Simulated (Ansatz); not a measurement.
C₆H₁₄BO₂ (SMILES CC(C)O[B]OC(C)C), doublet, at a GFN2-xTB geometry. Base run: HF/STO-3G (Ansatz, a program for electronic structure).

Input for Ansatz:
Ansatz 0.2 input:
```yaml
crystal:
  periodic: [false, false, false]
  atoms:
    - {symbol: C, position_ang: [2.99543489, 0.71645820, 0.59060927]}
    - {symbol: C, position_ang: [2.23011091, -0.21318951, -0.35054796]}
    - {symbol: C, position_ang: [2.56246515, -1.67867569, -0.07408398]}
    - {symbol: O, position_ang: [0.83738832, -0.05289581, -0.19643926]}
    - {symbol: B, position_ang: [0.11612128, 1.07790115, -0.44824894]}
    - {symbol: O, position_ang: [-1.19709504, 1.11558943, -0.22256510]}
    - {symbol: C, position_ang: [-1.97272958, 0.01057458, 0.28366662]}
    - {symbol: C, position_ang: [-3.18823560, 0.58141785, 1.00267064]}
    - {symbol: C, position_ang: [-2.37071251, -0.90068179, -0.87147059]}
    - {symbol: H, position_ang: [4.06594923, 0.59928137, 0.44622271]}
    - {symbol: H, position_ang: [2.74790643, 0.48426470, 1.62387512]}
    - {symbol: H, position_ang: [2.71668037, 1.74915316, 0.39069055]}
    - {symbol: H, position_ang: [2.50241608, 0.02995059, -1.39071974]}
    - {symbol: H, position_ang: [1.99576938, -2.32172630, -0.74270712]}
    - {symbol: H, position_ang: [3.62344685, -1.85733129, -0.22446416]}
    - {symbol: H, position_ang: [2.29987812, -1.92898629, 0.95094009]}
    - {symbol: H, position_ang: [-1.34179565, -0.54815862, 0.98720560]}
    - {symbol: H, position_ang: [-3.78604680, -0.22333906, 1.42400379]}
    - {symbol: H, position_ang: [-3.79673578, 1.14961893, 0.30346461]}
    - {symbol: H, position_ang: [-2.87237867, 1.24504246, 1.80360466]}
    - {symbol: H, position_ang: [-2.96337512, -0.34542598, -1.59513527]}
    - {symbol: H, position_ang: [-1.47845853, -1.27726565, -1.36537420]}
    - {symbol: H, position_ang: [-2.95420823, -1.74155438, -0.50339102]}
basis:
  gaussian:
    orbitals: STO-3G
hamiltonian:
  xc: hf
magnetization: {spin_polarized: true, initial_magnetization: 1}
```

The base run was repeated with changes; each row names its change, and settings that it needs were set with it.

```
change                                                             ΔE vs base (mEh)
-----------------------------------------------------------------  ----------------
base                                                                          0.000
lower_state_search = off                                                      0.000
nuclear_model = gaussian                                                      0.030
lower_state_search = full                                                     0.000
accuracy = high                                                              -0.050
point_charge = charge:-1.0 position_ang:-4.2152, -5.5361, -1.9489            -1.292
lower_state_search = light                                                    0.000
point_charge = charge:0.5 position_ang:-6.731, -2.2604, -0.7644              -0.044
fitting.mean_field = def2-universal-JKFIT                                    -1.017
forces = on                                                                   0.000
point_charge = charge:1.0 position_ang:-2.1656, 4.035, 5.3795                -1.782
```
